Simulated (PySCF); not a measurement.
A structure optimised at PBE0-D3(BJ)/def2-SVP, used in a PySCF frequency run:

```
O
Si 1 1.6851
H 2 1.4882 1 106.41
H 2 1.4929 3 110.47 1 120.51
H 2 1.4960 3 110.09 4 120.21
Se 1 1.8022 2 118.56 3 -172.76
O 6 1.7848 1 100.86 2 83.98
H 7 0.9670 6 107.76 1 -87.05
```

### Question
Write its SMILES and formula.

### Answer
O[Se]O[SiH3], H4O2SeSi

### Question
What are its rotational constants (standard atomic weights)?

### Answer
8.2854, 2.0002, 1.7585 GHz
